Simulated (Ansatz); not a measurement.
CH$_{6}$AlFSi, SMILES `F[CH]([AlH2])[SiH3]`, relaxed with RKS PBE0-D4/def2-TZVP in Ansatz from a PBE-D4/def2-SVP geometry. The force threshold is 0.005 eV/Å; the program also tests the step.

Charge 0, multiplicity 1.

Start:

```xyz
10

F    -1.313    0.372    1.423
C    -0.129    0.436    0.643
Al    1.035   -1.137    1.014
Si   -0.644    0.589   -1.192
H     0.415    1.382    0.892
H     0.497   -2.298    1.974
H     2.469   -1.210    0.305
H    -1.298   -0.685   -1.656
H    -1.619    1.718   -1.381
H     0.589    0.833   -2.023
```

Question: How much energy does the relaxation release, and in how many steps? (Best estimate.)

Answer: The calculation gave: 0.64 kcal/mol, in 7 steps, 1 of them rejected.

Question: Which bonds change most? (An estimate is asked.)

Answer: Ansatz gave: C2–Si4 from 1.912 to 1.890 Å; C2–H5 from 1.120 to 1.101 Å; Al3–H6 from 1.600 to 1.582 Å; Si4–H10 from 1.506 to 1.488 Å.

Question: Give the relaxed structure. (Best estimate.)

Answer: The calculation gave: 
```xyz
10

F    -1.305    0.380    1.429
C    -0.142    0.422    0.629
Al    1.024   -1.132    1.004
Si   -0.647    0.585   -1.184
H     0.402    1.345    0.885
H     0.521   -2.280    1.969
H     2.439   -1.173    0.288
H    -1.300   -0.667   -1.654
H    -1.584    1.720   -1.389
H     0.593    0.801   -1.978
```
